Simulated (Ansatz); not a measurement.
Frontier orbitals of CH5FOSi (`C[SiH](O)F`).

Cartesian coordinates in Å:
```
C 0.0957 0.8867 -0.7345
Si -0.0608 -0.2369 0.7278
O -0.6336 -1.7179 0.3420
F 1.3969 -0.3735 1.3767
H 0.4766 1.8641 -0.4282
H -0.8756 1.0337 -1.2129
H 0.7853 0.4784 -1.4784
H -0.9693 0.2732 1.7744
H -0.2152 -2.2077 -0.3669
```

Total charge 0; spin multiplicity 1. All single points use the PBE0-D4/def2-TZVP geometry. It is one conformer, not always the lowest. Basis def2-TZVPP, Ansatz 0.2.0.

Orbital energies of one run (eV). Highest occupied ones, from the top: -7.77, -8.48, -9.13, -9.91, -10.34, -10.62, -10.86, -11.21, -12.60, -14.52, -18.47, -26.62, -30.94, -97.09. Empty: 0.53, 1.12, 1.32, 2.38, 2.96, 3.14.

**Question.** Which functional gave them?
A. BHLYP
B. r2SCAN
C. HSE06 (plane-wave form)
D. ωB97X-V

**Answer.** B. HOMO energies: r2SCAN -7.77, BHLYP -10.30, HSE06 -8.49, ωB97X-V -11.34 eV.
